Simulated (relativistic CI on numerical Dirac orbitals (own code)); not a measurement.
**Sensitivity of the levels of Pr¹⁵⁺ to α and to the nuclear radius**

These numbers are calculated, not measured: Dirac-Coulomb-Breit CI, separate exchange-only KLI orbitals for each configuration, derivatives by finite differences, unscaled Slater integrals, QED left out (own radial code, finite nucleus).

Configurations in the expansion (outside the closed core [Ar] 3d10): 4s²4p⁶4d⁸, 4s²4p⁵4d⁹, 4s²4p⁶4d⁷4f, 4s²4p⁴4d¹⁰, 4s4p⁶4d⁹, 4s²4p⁶4d⁷5s, 4s²4p⁶4d⁷5p, 4p⁶4d¹⁰. Levels of other configurations are missing.

With x = (α/α₀)² − 1 an excitation energy changes as ω = ω₀ + qx; K = 2q/ω₀ is the relative enhancement. Terms are leading LS components, so labels can repeat. The field-shift factor is F = δν/δ⟨r²⟩ for the transition from the lowest level.

Lowest level 4s²4p⁶4d⁸ ³F4.

```csv
Level,ω₀ (cm⁻¹),q (cm⁻¹),K,F (GHz/fm²)
4s²4p⁶4d⁸ ¹D2,17293,352.6,0.0408,-0.0468
4s²4p⁶4d⁸ ³F3,28965,30490,2.11,0.457
4s²4p⁶4d⁸ ³P2,45394,32590,1.44,0.543
4s²4p⁶4d⁸ ³P0,46111,8793,0.381,0.247
4s²4p⁶4d⁸ ³P1,55948,30820,1.1,0.56
4s²4p⁶4d⁸ ¹G4,64402,28160,0.875,0.574
4s²4p⁶4d⁸ ¹D2,73158,58980,1.61,0.82
4s²4p⁶4d⁸ ¹S0,126505,53440,0.845,0.906
4s²4p⁵4d⁹ ¹D°2,844275,42260,0.1,4.5
4s²4p⁵4d⁹ ³F°4,848160,41480,0.0978,4.42
4s²4p⁵4d⁹ ³D°3,849065,40270,0.0948,4.8
4s²4p⁵4d⁹ ³D°2,875121,67100,0.153,5.17
4s²4p⁵4d⁹ ³P°1,889044,68630,0.154,5.16
```

At this charge energies of transitions that change n are usually good to better than 1 %, and those within a shell (Δn = 0) to a few per cent. Terms inside the open d or f shell come out 10 to 20 % too wide with unscaled integrals. Levels and lines within the n = 5 or 6 shells can be off by up to 10 % or somewhat more, and those that change n by about 2 %, since core polarisation is missing.
